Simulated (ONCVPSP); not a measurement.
# S (Z = 16): variants of one ONCV potential

Base potential:

S (Z = 16), optimised norm-conserving Vanderbilt (ONCV), made with ONCVPSP 4.0.1 (PBE, scalar-relativistic). Core [Ne], reference 3s1.5 3p4.5. Waves: 3s: rc 1.15 bohr, ncon 5, nbas 8, qcut 4.7 1/bohr, local; 3p: rc 1.55 bohr, ncon 4, nbas 8, qcut 4.5 1/bohr, 2 projectors, debl 1.1 Ha. Local part: the s channel. Core correction: none.

All-electron outer shells of the reference configuration (PBE, scalar-relativistic, ld1.x):

| shell | level (eV) | outermost node (bohr) | outermost maximum (bohr) |
| --- | --- | --- | --- |
| 2s | -212.44 | 0.13 | 0.39 |
| 2p | -157.23 | – | 0.33 |
| 3s | -17.60 | 0.60 | 1.40 |
| 3p | -7.29 | 0.58 | 1.59 |

Cutoffs, loose and tight: the cutoffs (Ha) at which the residual kinetic energy of the hardest occupied pseudo-wave falls to 1 and 0.1 mHa per electron. They do not see the model core or the augmentation charge, which bear on the density cutoff. Test errors are all-electron minus pseudo excitation energies from the reference, over the configurations 3s2 3p4; 3s2 3p3; 3s2 3p2; 3s2 3p0. A dash means not determined; rows that change the core or the reference have their own tests.

```tsv
change	outcome	cutoff, loose	cutoff, tight	bound ghosts	GHOST(+) flags above zero	largest test error (meV)
base	generated	113 Ha	131 Ha	none	none	+213
all radii scaled by about 0.80 (s 0.92, p 1.24 bohr)	failed: optimize: ERROR ps0norm > uunorm, code will stop	–	–	–	–	–
all radii scaled by about 0.85 (s 0.98, p 1.32 bohr)	failed: optimize: ERROR ps0norm > uunorm, code will stop	–	–	–	–	–
all radii scaled by about 0.91 (s 1.04, p 1.42 bohr)	failed: optimize: ERROR ps0norm > uunorm, code will stop	–	–	–	–	–
all radii scaled by about 1.06 (s 1.22, p 1.64 bohr)	generated	90 Ha	111 Ha	none	none	+160
all radii scaled by about 1.10 (s 1.26, p 1.70 bohr)	generated	75 Ha	101 Ha	none	none	+135
all radii scaled by about 1.18 (s 1.36, p 1.82 bohr)	generated	14 Ha	47 Ha	none	none	+92
all radii scaled by about 1.24 (s 1.42, p 1.92 bohr)	generated	14 Ha	42 Ha	none	none	+70
all radii scaled by about 1.30 (s 1.50, p 2.02 bohr)	generated	18 Ha	52 Ha	none	none	+51
```

Reading the sweep of the scale of all radii (base = 1) (base included, trends over the rows without a ghost): The loose cutoff is not monotonic: lowest 14 Ha at 1.24, highest 113 Ha at 1. The median size of the test errors (rows with all tests solved) is not monotonic: lowest 1.0 meV at 1.18, highest 10.4 meV at 1. The generation fails at 0.8, 0.85, 0.91.
